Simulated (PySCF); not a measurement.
Si(CCH)(H)3 (C₂H₄Si), SMILES C#C[SiH3]. Geometry optimised at TPSSh-D3(BJ)/def2-TZVP.

Computed equilibrium geometry at TPSSh-D3(BJ)/def2-TZVP (PySCF confirms it by a frequency run) as bond lengths and angles, and its point group:
point group C3v.
Atoms: Si1 C2 C3 H4 H5 H6 H7. Bonded distances (Å): Si1–C2 1.825, Si1–H4 1.479, Si1–H5 1.479, Si1–H6 1.479, C2–C3 1.209, C3–H7 1.065. Angles (°): C2–Si1–H4 109.3, C2–Si1–H5 109.3, C2–Si1–H6 109.3, H4–Si1–H5 109.6, H4–Si1–H6 109.6, H5–Si1–H6 109.6, Si1–C2–C3 180.0, C2–C3–H7 180.0.
Charge 0, spin multiplicity 1.
